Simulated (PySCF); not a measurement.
2,2-dichloropropane (C₃H₆Cl₂), SMILES CC(C)(Cl)Cl.

Coordinates come from a PBE0-D3(BJ)/def2-SVP optimisation.

The numbers are results of ωB97X/def2-TZVP (PySCF), not measurements.

Symmetry labels are those of the subgroup C2v that the program uses (full group C2v).

Task: List the valence orbital energies around the gap with their symmetry. (Estimate from the structure and the level; the computed values follow.)

Result: 
```
orbital  symmetry  energy (eV)
-------  --------  -----------
HOMO−7         A2       -14.33
HOMO−6         A1       -13.63
HOMO−5         B2       -13.26
HOMO−4         B1       -13.09
HOMO−3         A1       -11.74
HOMO−2         A2       -11.40
HOMO−1         B2       -11.11
HOMO           B1       -10.90
LUMO           A1         2.36
LUMO+1         B1         3.01
LUMO+2         A1         3.13
LUMO+3         B2         4.46
```
